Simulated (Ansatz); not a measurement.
AlSi5. The state is a doublet with charge 0. Geometry r2SCAN-D4/def2-SVP; atoms count from 1.

```xyz
6

Al    0.4922   -0.9940   -0.9398
Si   -1.8138   -1.8593   -0.5777
Si   -1.1712   -0.2468    0.8790
Si    1.5594    1.0467   -1.8829
Si    0.6615    1.3203    0.1777
Si    0.2719    0.7331    2.3436
```

The charge 0 doublet is spin-contaminated (final ⟨S²⟩ up to 0.83, 0.75 for a pure state). Another isomer (doublet) lies 2.07 eV lower at PBE0-D4/def2-TZVP; other spin states weren't run for this one.

Q: Estimate the Mulliken populations from the PBE0/def2-TZVP orbitals of Ansatz.

A: 
| atom | charge (e) | spin (α − β) |
| --- | --- | --- |
| Al1 | 0.25 | -0.02 |
| Si2 | -0.10 | 0.50 |
| Si3 | -0.03 | 0.03 |
| Si4 | -0.10 | 0.50 |
| Si5 | -0.03 | 0.03 |
| Si6 | 0.01 | -0.05 |
Mulliken values and Mayer orders depend strongly on the basis.

Q: Where does the spin sit?

A: Summed by element: Al -0.02, Si 1.02, of 1 unpaired in all. Largest on single atoms: Si2 0.50, Si4 0.50, Si6 -0.05.

Q: And the Mayer bond orders between bonded heavy atoms (over 0.3)?

A: Al1–Si2 0.91 (2.49 Å); Al1–Si3 0.52 (2.58 Å); Al1–Si4 0.91 (2.49 Å); Al1–Si5 0.52 (2.58 Å); Si2–Si3 1.32 (2.27 Å); Si3–Si5 0.65 (2.51 Å); Si3–Si6 1.18 (2.28 Å); Si4–Si5 1.33 (2.26 Å); Si5–Si6 1.18 (2.28 Å).
